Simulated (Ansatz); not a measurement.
Consider the formal exchange of groups at the Sn–Cl bond: `[F][SnH]([Cl])[Br]` + CH₄ → `[CH3][SnH]([F])[Br]` + HCl.

Calculated with Ansatz (gas phase, PBE0-D4/def2-TZVP geometries, no zero-point term in ΔE). CBS: MP2 limit from def2 TZ/QZ plus the TZ coupled-cluster correction, frozen cores. This one scheme is used for every species. Functionals use def2-TZVPP. B3LYP here is the variant with VWN-RPA as its local correlation; programs differ in this. def2 core potentials past Kr. For Br, Sn outer-core shells are correlated without core-valence functions, which leaves a few kJ/mol of doubt a bond. Scalar relativity is left out up to krypton.

```
             level  ΔE (kJ/mol)  difference from CCSD(T)/CBS
         revPBE-D4         93.3                          3.5
          B3LYP-D4         97.2                          7.4
          BHLYP-D4        100.4                         10.6
           ωB97M-V         93.0                          3.2
            revPBE         94.4                          4.6
     CCSD/def2-SVP         97.2                          7.4
     HF/def2-TZVPP        106.0                         16.2
   CCSD/def2-TZVPP         85.6                         -4.2
CCSD(T)/def2-TZVPP         85.0                         -4.8
     HF/def2-QZVPP        107.5                         17.7
       CCSD(T)/CBS         89.8                            0
```

(1) What do rigid-rotor, harmonic-oscillator terms from PBE0-D4/def2-TZVP frequencies (298.15 K, 1 bar) make of the CCSD(T)/CBS value? (An estimate is asked.)

Largest T1 diagnostic among the species: 0.011.

Results:

(1) The calculation gave: ΔZPE = -7.9 kJ/mol, ΔH = +82.8 kJ/mol, ΔS = 14 J/(mol·K), ΔG = +78.7 kJ/mol.

Leaving LDA and LC-ωPBE aside and taking each functional with its dispersion term where it has one, the values, not all of them listed here, spread over 13.3 kJ/mol, from PBE-QIDH to B97M-V. LDA lies −7.3 kJ/mol from PBE without D4. At CCSD(T), def2-SVP lies +7.0 kJ/mol from the extrapolated value and def2-TZVPP −4.8 kJ/mol.
